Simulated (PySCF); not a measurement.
SnHMe3, C₃H₁₀Sn.
Geometry (PBE0-D3(BJ)/def2-SVP, Å), atoms numbered from 1 in this order:
```
atom  x, y, z in Å
Sn1    0.002   -0.003    0.575
H2     0.021   -0.002    2.300
C3     2.029   -0.013   -0.158
H4     2.585    0.849    0.237
H5     2.030    0.041   -1.257
H6     2.544   -0.935    0.149
C7    -1.009    1.764   -0.134
H8    -2.054    1.773    0.209
H9    -0.999    1.785   -1.233
H10   -0.509    2.669    0.240
C11   -1.029   -1.760   -0.127
H12   -2.071   -1.760    0.223
H13   -0.534   -2.668    0.245
H14   -1.027   -1.784   -1.227
```

Theory: PySCF, PBE0-D3(BJ)/def2-SVP geometry optimisation, gas phase, def2 core potentials past Kr.

(1) Which atoms are bound to Sn1, and at what distances?

(2) List the angles at Sn1.

(3) What is the shape at Sn1?

(4) What are the other bond lengths?

Results:

(1) 4 atoms: H2 1.725 Å, C3 2.155 Å, C11 2.155 Å, C7 2.155 Å. The nearest atom not counted as bound is H9, at 2.73 Å (others tie with it).

(2) 
```json
{"angle": "C7–Sn1–C11", "degrees": "109.7", "distance of the outer atoms (Å)": "3.52"}
{"angle": "C3–Sn1–C11", "degrees": "109.6", "distance of the outer atoms (Å)": "3.52"}
{"angle": "H2–Sn1–C7", "degrees": "109.5", "distance of the outer atoms (Å)": "3.18"}
{"angle": "C3–Sn1–C7", "degrees": "109.5", "distance of the outer atoms (Å)": "3.52"}
{"angle": "H2–Sn1–C11", "degrees": "109.3", "distance of the outer atoms (Å)": "3.18"}
{"angle": "H2–Sn1–C3", "degrees": "109.3", "distance of the outer atoms (Å)": "3.17"}
```

(3) Tetrahedral: angles from 109.3° to 109.7°; τ4 = (360° − α − β)/141° = 1.00 with α and β the two widest (0 for a square, 1 for a tetrahedron).

(4) C3–H4 and 8 like bonds 1.100 Å.

Charge 0, singlet. Whether it is a minimum is left open (no frequencies).

Hardware: one thread, Intel Xeon at 2.50 GHz (x86_64), shared host. Cost: 2.4 min wall, 1.8 min CPU, 0.48 GiB resident at most. That covers the optimisation of the geometry.
